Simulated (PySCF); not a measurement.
A structure optimised at PBE-D3(BJ)/def2-SVP, used in a PySCF frequency run:

```
C
H 1 1.1119
O 1 1.4890 2 109.76
C 3 1.3859 1 86.34 2 -119.31
C 4 1.3568 3 99.02 1 1.27
H 5 1.0936 4 137.73 3 -179.42
H 4 1.1003 5 140.37 6 -1.02
Si 1 1.9094 2 113.53 3 121.16
H 8 1.5004 1 108.19 2 -174.92
H 8 1.5039 9 110.49 1 -120.90
H 8 1.5057 9 110.03 10 -120.12
```
Charge 0, spin multiplicity 1.

Question: Write its SMILES and formula.

Answer: [SiH3][C@@H]1C=CO1, C3H6OSi

Question: What are its rotational constants (standard atomic weights)?

Answer: 9.4821, 2.8728, 2.5454 GHz
